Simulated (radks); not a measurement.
Species: Dy I. Configuration: [Xe] 4f9.5 5d0.5 6s2 (fractional occupations, a model configuration). Calculated with a radial shooting solver on a logarithmic mesh with Libxc functionals: Dirac Kohn-Sham, PBE, spin-unpolarised, spherical densities, point nucleus; open shells are shared between the two j in proportion to 2j + 1.

Radial electron density D(r) = 4 pi r^2 rho(r):

r (bohr)  D(r) (e/bohr)
0.002621          20.83
0.003552          31.38
0.004853          45.66
0.00663           62.46
0.009057          78.70
0.01227           89.12
0.01677           89.93
0.02291           83.02
0.03105           80.87
0.04242           95.29
0.05795           115.2
0.07853           111.4
0.1073            90.90
0.1466            96.31
0.2002            101.7
0.2714            64.88
0.3708            46.21
0.5065            54.65
0.6865            37.34
0.9378            18.14
1.281             11.31
1.736             5.797
2.372             2.005
3.241            0.9454
4.427            0.5463
6                0.1847
8.197           0.02802
11.2           0.001652

D(r) has 4 maxima, at r = 0.0146, 0.0648, 0.180, 0.494 bohr, and minima at 0.0284, 0.119, 0.353 bohr, inside which lie 2.02, 11.19, 29.46 electrons.
